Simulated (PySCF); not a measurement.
Run record for `C=C1C=C(F)/C1=C\CC`: CAM-B3LYP/def2-SVP, energy threshold 1e-11 Eh, full TDDFT, 25 singlets.

Method: TDDFT CAM-B3LYP/def2-SVP, vertical, gas phase, core orbitals frozen in the response (PySCF 2.14.0, density-fitted response routines). Geometry: GFN2-xTB. The command runs a driver script over a list of jobs; the input below is this job's line of settings and its coordinates in Å.

Command:
```bash
OMP_NUM_THREADS=1 python probes_run.py task.json out
```

Input:
```
{"job": {"kind": "uv", "xc": "CAM-B3LYP", "basis": "def2-SVP", "nstates": 25, "ntriplets": 2, "tda": false, "scf": {"conv": 1e-11}}, "charge": 0, "multiplicity": 1}
C      2.822323     1.202660    -0.062036
C      2.074170     0.128859     0.111473
C      2.288087    -1.252138     0.588582
C      0.988534    -1.549204     0.387482
F      0.264075    -2.654009     0.563647
C      0.630808    -0.212931    -0.102867
C     -0.454360     0.410517    -0.537425
C     -1.810300    -0.210940    -0.628541
C     -2.799462     0.507871     0.289956
H      3.874097     1.199543     0.167878
H      2.405925     2.119465    -0.441390
H      3.145253    -1.785462     0.947414
H     -0.381144     1.449236    -0.831583
H     -2.165797    -0.138371    -1.660726
H     -1.759169    -1.266495    -0.359802
H     -3.791948     0.074909     0.190514
H     -2.484248     0.417853     1.327142
H     -2.855607     1.564955     0.038626
```

Output:
```
final grid: 149616 points
cycle   1  E = -409.4264655744  dE =  1.655e+00  |g| = 5.625e-01  |ddm| = 4.884e+00
cycle   2  E = -409.4107103637  dE =  1.576e-02  |g| = 6.719e-01  |ddm| = 1.082e+00
cycle   3  E = -409.4980645982  dE = -8.735e-02  |g| = 8.294e-02  |ddm| = 5.926e-01
cycle   4  E = -409.4994134860  dE = -1.349e-03  |g| = 4.579e-02  |ddm| = 1.340e-01
cycle   5  E = -409.4999241849  dE = -5.107e-04  |g| = 1.134e-02  |ddm| = 5.248e-02
cycle   6  E = -409.4999560507  dE = -3.187e-05  |g| = 3.192e-03  |ddm| = 1.553e-02
cycle   7  E = -409.4999593436  dE = -3.293e-06  |g| = 9.710e-04  |ddm| = 5.055e-03
cycle   8  E = -409.4999597504  dE = -4.067e-07  |g| = 3.988e-04  |ddm| = 2.134e-03
cycle   9  E = -409.4999598206  dE = -7.027e-08  |g| = 1.571e-04  |ddm| = 7.939e-04
cycle  10  E = -409.4999598278  dE = -7.146e-09  |g| = 5.611e-05  |ddm| = 2.652e-04
cycle  11  E = -409.4999598291  dE = -1.311e-09  |g| = 1.219e-05  |ddm| = 1.113e-04
cycle  12  E = -409.4999598292  dE = -6.071e-11  |g| = 7.425e-06  |ddm| = 3.055e-05
cycle  13  E = -409.4999598292  dE = -1.546e-11  |g| = 2.664e-06  |ddm| = 1.271e-05
cycle  14  E = -409.4999598292  dE = -3.070e-12  |g| = 1.032e-06  |ddm| = 4.524e-06
converged SCF energy = -409.4999598292

Static polarisability (au): isotropic 88.315, principal 49.532 90.966 124.447

Singlet excitations
state   eV       nm        f      main configurations
  1   5.2600    235.7   0.10864   H->L 0.82, H-1->L 0.14
  2   5.5457    223.6   0.07679   H-1->L 0.43, H->L+1 0.42
  3   6.4400    192.5   0.62116   H-1->L+1 0.33, H-1->L 0.33, H->L+1 0.24
  4   6.8233    181.7   0.52729   H-1->L+1 0.57, H->L+1 0.32, H-1->L 0.09
  5   7.1733    172.8   0.00017   H-2->L 0.92
  6   7.7722    159.5   0.00023   H-2->L+1 0.53, H-3->L 0.21
  7   7.8236    158.5   0.00170   H-2->L+1 0.32, H-3->L 0.31, H-5->L 0.20
  8   7.9034    156.9   0.00099   H->L+2 0.57, H-1->L+2 0.15, H->L+4 0.11
  9   8.2133    151.0   0.00052   H->L+3 0.33, H-1->L+3 0.27, H-1->L+2 0.23
 10   8.2663    150.0   0.00204   H->L+4 0.44, H->L+3 0.27, H-1->L+2 0.09
 11   8.5940    144.3   0.00035   H-3->L+1 0.34, H-5->L 0.22, H-3->L 0.11
 12   8.6815    142.8   0.00212   H->L+4 0.29, H-1->L+3 0.22, H->L+3 0.19
 13   8.7719    141.3   0.00042   H->L+5 0.22, H->L+7 0.15, H-1->L+7 0.11
 14   8.9154    139.1   0.00280   H->L+7 0.40, H->L+5 0.11, H-1->L+5 0.09
 15   8.9395    138.7   0.00662   H-4->L 0.31, H-7->L 0.13, H-8->L 0.13
 16   9.0158    137.5   0.00196   H-3->L 0.14, H-5->L 0.12, H-5->L+1 0.10
 17   9.0212    137.4   0.00429   H-1->L+2 0.20, H-1->L+3 0.16, H-3->L 0.08
 18   9.1280    135.8   0.01543   H-6->L 0.65, H-4->L 0.14
 19   9.3620    132.4   0.00701   H-1->L+4 0.25, H-1->L+5 0.24
 20   9.3943    132.0   0.00108   H-8->L 0.12, H-1->L+5 0.12, H-4->L 0.09
 21   9.6020    129.1   0.02175   H->L+6 0.44, H-1->L+6 0.15, H-1->L+4 0.11
 22   9.6727    128.2   0.01436   H->L+6 0.18, H-1->L+4 0.15, H-1->L+6 0.14
 23   9.7148    127.6   0.01215   H-7->L 0.31, H-6->L+1 0.18
 24   9.8414    126.0   0.00340   H->L+8 0.19, H-1->L+4 0.18, H-1->L+5 0.17
 25   9.9454    124.7   0.00153   H-4->L+1 0.16, H-3->L+1 0.15, H-7->L+1 0.14

Triplet excitations (Tamm-Dancoff, eV): 3.1740 3.8940
```

H and L stand for HOMO and LUMO; the number after each pair is its weight.

Task: How does the lowest singlet excitation compare with the HOMO–LUMO gap?

Result: HOMO -7.74 eV and LUMO 0.45 eV give a gap of 8.19 eV; S1 at 5.26 eV lies 2.93 eV below it.

Task: Give S1 in cm⁻¹ and kJ/mol.

Result: 5.2600 eV × 8065.54 = 42425 cm⁻¹; × 96.485 = 507.5 kJ/mol.

In short: SCF converged in 14 cycles with 171 basis and 902 fitting functions; HOMO -7.74 eV, LUMO 0.45 eV; lowest singlet 5.26 eV; lowest triplet 3.17 eV (Tamm–Dancoff); mean polarisability 88.3 au.

The run took 54 s wall on an Arm Neoverse V2 with one thread, no GPU (shared host), and the process peaked at 0.93 GiB of memory.

Shape of the structure used: `[CH2:1]=[C:2]1[CH:3]=[C:4]([F:5])/[C:6]1=[CH:7]\[CH2:8][CH3:9]`: C6–C7–C8–C9 117°.

One conformer stands for the species.
